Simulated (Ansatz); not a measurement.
Spectroscopic constants of CdSn, multiplicity 3 (lowest of 2S+1 = 1, 3 at CCSD(T)/def2-TZVPP on PBE0 minima; our sources give no spin for the ground state, which may be another). No spin–orbit coupling.

Seven points along R, fitted to fifth degree in 1/R; most abundant isotopes. In def2 and cc sets the state is the lowest found near the PBE0 minimum, followed along R.

The values were computed with Ansatz (Gaussian basis) for Hartree–Fock, density functionals and correlated methods. Values without a source in brackets are computed. In def2 rows elements past Kr take small-core potentials, without spin–orbit coupling.

Problem. What bond length and harmonic frequency does SVWN5/def2-TZVPP give?

Solution. r_e = 2.695 Å, ω_e = 147 cm⁻¹.

Problem. What bond length and harmonic frequency does PBE/def2-TZVPP give?

Solution. r_e = 2.810 Å, ω_e = 124 cm⁻¹.

Problem. What bond length and harmonic frequency does CAM-B3LYP/def2-TZVPP give?

Solution. r_e = 2.857 Å, ω_e = 106 cm⁻¹.

Ansatz is an electronic-structure program.
